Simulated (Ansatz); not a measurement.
A nudged elastic band was laid between two geometries of F3HSi + H3Si (9 atoms, charge 0, multiplicity 2).

Method: UHF/def2-SVP in Ansatz.

```
movable images  : 5
climbing image  : yes
spring          : 5.0 eV/Å²
optimiser       : quadratic models (default)
start path      : through a guess of the saddle point
force threshold : 0.05 eV/Å
iteration limit : 60
end points      : relaxed
```

Initial state:

```xyz
9
Properties=species:S:1:pos:R:3
Si -0.009 -0.019 -0.994
F -0.004 -0.021 0.588
F 1.495 0.031 -1.485
F -0.722 1.309 -1.476
H -0.686 -1.190 -1.513
Si -0.004 -0.002 5.045
H -0.764 -1.186 5.513
H 1.405 -0.068 5.496
H -0.648 1.252 5.502
```

Final state:

```xyz
9
Properties=species:S:1:pos:R:3
Si 0.394 -0.136 -0.283
F -0.178 -1.123 2.399
F 0.800 0.550 -1.677
F 0.535 1.036 0.816
H -1.021 -0.535 -0.370
Si -0.125 -0.119 3.676
H -0.497 -0.918 4.857
H 1.249 0.388 3.807
H -1.096 0.962 3.452
```

Task: What changes between the two ends?

Result: Bonds broken: Si1–F2. Bonds formed: F2–Si6. F3HSi + H3Si becomes F2HSi + FH3Si.

Task: Give the energies along the band, and the barrier.

Result: The forces met the threshold. The highest image is number 3 of 0 to 6, 62.9 kcal/mol above the first end and 53.5 kcal/mol above the last; the last end lies 9.4 kcal/mol above the first. A structure lower than the first end lies on the path between it and the top, so the climb from that side starts below the end, which may itself be a saddle point or a shallow side well. Neighbouring images differ by up to 2.7 eV, so the band resolves the path poorly. A vibrational analysis at the climbing image gives one clearly imaginary mode, 1706i cm⁻¹, and a faint second one (17i cm⁻¹) that may be numerical noise or a soft torsion: probably a first-order saddle point.

```json
{"image": "0", "path coordinate (Å)": "0.00", "energy (kcal/mol)": "0.0", "Si1–F2 (Å)": "1.58", "F2–Si6 (Å)": "4.46"}
{"image": "1", "path coordinate (Å)": "2.05", "energy (kcal/mol)": "-0.1", "Si1–F2 (Å)": "1.58", "F2–Si6 (Å)": "4.12"}
{"image": "2", "path coordinate (Å)": "4.10", "energy (kcal/mol)": "-0.4", "Si1–F2 (Å)": "1.59", "F2–Si6 (Å)": "3.30"}
{"image": "3", "path coordinate (Å)": "6.15", "energy (kcal/mol)": "62.9", "Si1–F2 (Å)": "1.83", "F2–Si6 (Å)": "1.98"}
{"image": "4", "path coordinate (Å)": "6.98", "energy (kcal/mol)": "14.1", "Si1–F2 (Å)": "2.50", "F2–Si6 (Å)": "1.63"}
{"image": "5", "path coordinate (Å)": "7.81", "energy (kcal/mol)": "10.0", "Si1–F2 (Å)": "2.84", "F2–Si6 (Å)": "1.62"}
{"image": "6", "path coordinate (Å)": "8.64", "energy (kcal/mol)": "9.4", "Si1–F2 (Å)": "2.91", "F2–Si6 (Å)": "1.63"}
```

Task: What is the geometry of the highest image?

Result: 
```xyz
9
Properties=species:S:1:pos:R:3:forces:R:3
Si 0.165 -0.139 0.034 -0.02 -0.03 0.00
F 0.177 -0.397 1.841 0.00 0.02 0.04
F 1.370 -0.209 -1.027 0.01 0.01 0.00
F -0.141 1.430 0.153 0.01 0.01 0.00
H -1.027 -0.774 -0.541 0.00 0.00 0.00
Si -0.086 -0.015 3.770 0.00 -0.01 -0.04
H -0.521 -1.267 4.407 0.00 0.00 0.00
H 1.234 0.439 4.230 0.00 0.00 0.00
H -1.109 1.039 3.810 0.00 0.00 0.00
```

Run time: 3.6 min on 2 threads of Arm Neoverse V2 (shared host), peak memory 0.25 GiB.
